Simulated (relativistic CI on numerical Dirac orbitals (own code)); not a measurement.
**Energy levels of Ru II**

Calculated at this level of theory: Dirac-Coulomb-Breit CI, KLI orbitals optimised for each configuration, model QED (radiative potential, 1s self-energy scaled to tabulated hydrogen-like ionisation energies), valence Slater integrals scaled by 0.85, P86 correlation estimate, and configurations built on the next ion tied to the tabulated ionisation energy (semi-empirical) (own radial code, finite nucleus).

CI space (outside the closed core [Kr]): 4d⁷, 4d⁶5s, 4d⁶5p, 4d⁶5d, 4d⁶6s, 4d⁶4f, 4d⁶5f, 4d⁵5s², 4d⁵5s5p, 4d⁶6p, 4d⁶6d, 4d⁶5g, 4d⁶6f, 4d⁶6g, 4d⁵5s6s, 4d⁵5p². Levels of other configurations are missing.

```csv
No.,Configuration,Term,J,E (eV),%,jj configuration (%)
41,4d⁶(3P)5s,⁴P,1/2,4.4857,86,4d3/2^3 4d5/2^3 5s (39)
42,4d⁷,²D,3/2,4.5570,80,4d3/2^3 4d5/2^4 (67)
43,4d⁷,²D,5/2,4.6261,79,4d3/2^2 4d5/2^5 (54)
44,4d⁵5s²‡,⁶S,5/2,4.6986,95,4d3/2^2 4d5/2^3 (40)
45,4d⁶(3H)5s,²H,11/2,4.7534,84,4d3/2^3 4d5/2^3 5s (64)
46,4d⁶(3H)5s,²H,9/2,4.7704,77,4d3/2^3 4d5/2^3 5s (58)
47,4d⁶(3D)5s,⁴D,1/2,4.8816,92,4d3/2^3 4d5/2^3 5s (54)
48,4d⁶(3D)5s,⁴D,3/2,4.9012,83,4d3/2^2 4d5/2^4 5s (47)
49,4d⁶(3D)5s,⁴D,5/2,4.9199,91,4d3/2^2 4d5/2^4 5s (36)
50,4d⁶(3D)5s,⁴D,7/2,4.9223,68,4d3/2^3 4d5/2^3 5s (50)
51,4d⁶(3F)5s,²F,7/2,4.9753,42,4d3/2^2 4d5/2^4 5s (45)
52,4d⁶(3P)5s,²P,3/2,5.0160,80,4d3/2^3 4d5/2^3 5s (39)
53,4d⁶(1I)5s,²I,13/2,5.0998,98,4d3/2^2 4d5/2^4 5s (71)
54,4d⁶(3F)5s,²F,5/2,5.1212,89,4d3/2^2 4d5/2^4 5s (43)
55,4d⁶(1I)5s,²I,11/2,5.1397,88,4d3/2^2 4d5/2^4 5s (86)
56,4d⁶(3G)5s,²G,9/2,5.2246,84,4d3/2^2 4d5/2^4 5s (50)
57,4d⁶(3G)5s,²G,7/2,5.2495,94,4d3/2^2 4d5/2^4 5s (71)
58,4d⁶(3P)5s,²P,1/2,5.2556,68,4d3/2 4d5/2^5 5s (32)
59,4d⁶(1G)5s,²G,9/2,5.3026,86,4d3/2^2 4d5/2^4 5s (50)
60,4d⁶(1G)5s,²G,7/2,5.4217,64,4d3/2 4d5/2^5 5s (54)
61,4d⁶(3D)5s,²D,5/2,5.6718,91,4d3/2^3 4d5/2^3 5s (42)
62,4d⁶(1S)5s,²S,1/2,5.7208,67,4d5/2^6 5s (44)
63,4d⁶(3D)5s,²D,3/2,5.7420,87,4d3/2^2 4d5/2^4 5s (40)
64,4d⁶(5D)5p,⁶D°,9/2,6.1244,94,4d3/2^3 4d5/2^3 5p3/2 (30)
65,4d⁶(1D)5s,²D,3/2,6.1252,84,4d3/2^2 4d5/2^4 5s (28)
66,4d⁶(5D)5p,⁶D°,7/2,6.1598,88,4d3/2^3 4d5/2^3 5p1/2 (29)
67,4d⁶(1D)5s,²D,5/2,6.2052,76,4d3/2^3 4d5/2^3 5s (28)
68,4d⁶(5D)5p,⁶D°,5/2,6.2240,92,4d3/2^3 4d5/2^3 5p1/2 (33)
69,4d⁶(5D)5p,⁶D°,3/2,6.2724,94,4d3/2^2 4d5/2^4 5p1/2 (34)
70,4d⁶(5D)5p,⁶D°,1/2,6.3032,96,4d3/2^3 4d5/2^3 5p1/2 (22)
71,4d⁶(1F)5s,²F,7/2,6.3242,83,4d3/2^3 4d5/2^3 5s (77)
72,4d⁶(1F)5s,²F,5/2,6.3694,83,4d3/2^3 4d5/2^3 5s (70)
73,4d⁶(3P)5s,⁴P,1/2,6.6112,92,4d3/2^3 4d5/2^3 5s (36)
74,4d⁶(5D)5p,⁶F°,11/2,6.6898,97,4d3/2^3 4d5/2^3 5p3/2 (47)
75,4d⁶(5D)5p,⁶P°,7/2,6.7004,69,4d3/2^3 4d5/2^3 5p1/2 (29)
76,4d⁶(3P)5s,⁴P,3/2,6.7174,92,4d3/2^3 4d5/2^3 5s (67)
77,4d⁶(5D)5p,⁶F°,9/2,6.7236,85,4d3/2^3 4d5/2^3 5p3/2 (36)
78,4d⁶(5D)5p,⁶F°,7/2,6.7678,70,4d3/2^2 4d5/2^4 5p3/2 (34)
79,4d⁶(5D)5p,⁶F°,5/2,6.7688,87,4d3/2^2 4d5/2^4 5p1/2 (43)
80,4d⁶(3F)5s,⁴F,3/2,6.7820,97,4d3/2^2 4d5/2^4 5s (69)
81,4d⁶(5D)5p,⁶F°,3/2,6.7851,92,4d3/2^3 4d5/2^3 5p1/2 (36)
82,4d⁶(3F)5s,⁴F,9/2,6.7907,97,4d3/2^2 4d5/2^4 5s (65)
83,4d⁶(5D)5p,⁶F°,1/2,6.7927,93,4d3/2^2 4d5/2^4 5p1/2 (45)
84,4d⁶(3F)5s,⁴F,5/2,6.8337,87,4d3/2^2 4d5/2^4 5s (40)
85,4d⁶(3F)5s,⁴F,7/2,6.8436,87,4d3/2 4d5/2^5 5s (33)
```

Energies count from the lowest computed level; ° marks odd parity. Percentages are summed over parent terms; the parents shown are those of the largest component, closed shells are left out there. Filled j subshells are mostly left out of the jj labels. ‡ marks configurations that were not tied to measured data.

The mean weight of the leading LS term, summed over parents, in these 45 levels is 85 %, and that of the leading jj configuration (from the same eigenvectors) 47 %, so LS coupling describes them better.

Configurations that consist of the next ion and one excited electron were tied to the tabulated ionisation energy; Rydberg ones are usually within 1,000 to 3,000 cm⁻¹ and the lowest ones within about 6,000 (9,000 in d shells), while levels on excited terms of the next ion carry the error of that term, and the other configurations can be misplaced by 10,000 cm⁻¹ or more. Rates follow the energies as ν³ (E1, M1) or ν⁵ (E2), so rates, branching and lifetimes can be off by large factors. The fine structure of a lone outer electron comes out too small, for d and f at times inverted, and misplaced configurations move strength between like terms. 37 of the 37 excited levels that our extract of the measured tables holds in this range could be paired (the sources list more); they are missed by 3493 cm⁻¹ on average and 6377 at most, and levels without a partner can miss by more. Some levels of the ground configuration have no partner and can miss by 10 % or more.
